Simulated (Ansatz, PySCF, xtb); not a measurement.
Pair of molecules: CH5N (SMILES CN) (first 7 atoms) with H2Se (SMILES [SeH2]); geometry from B3LYP-D3(BJ)/def2-TZVP.
(charge 0, multiplicity 1):
```xyz
10

C      0.4227    -0.0841    -0.1717
N     -0.5639     0.6409     0.6284
H      0.0157    -1.0591    -0.4448
H      1.3108    -0.2623     0.4358
H      0.7330     0.4235    -1.0942
H     -1.4173     0.7959     0.1058
H     -0.2114     1.5501     0.9015
Se    -0.3462    -0.6131     3.4888
H     -0.8020    -1.6399     2.5474
H     -0.2203    -1.6049     4.5781
```

Interaction energies are E(AB) − E(A) − E(B) at the monomers' geometry in the complex; basis-set methods are counterpoise corrected. Rows marked so take none.

Rows in 3-21G, 6-31G* carry no dispersion term and start afresh at each structure (6-31G* with six Cartesian d functions); the Pople sets are all-electron and without relativity. MP2/6-31G* freezes PySCF's default core, which leaves 3d correlated.

Programs: Ansatz (Gaussian basis) for Hartree–Fock, density functionals and correlated methods; PySCF for 3-21G rows, 6-31G* rows; xtb for the GFN methods. Each number belongs to the level named beside it.

Problem. One of these levels gives -2.40 kcal/mol for the interaction energy. Which one is it?
A. r2SCAN/def2-TZVPPD
B. GFN2-xTB
C. HF/3-21G (no counterpoise)
D. MP2/6-31G*

Solution. A, r2SCAN/def2-TZVPPD. The others give -5.15 (GFN2-xTB), -3.21 (HF/3-21G (no counterpoise)), -1.66 (MP2/6-31G*)

Ansatz is a first-principles code.
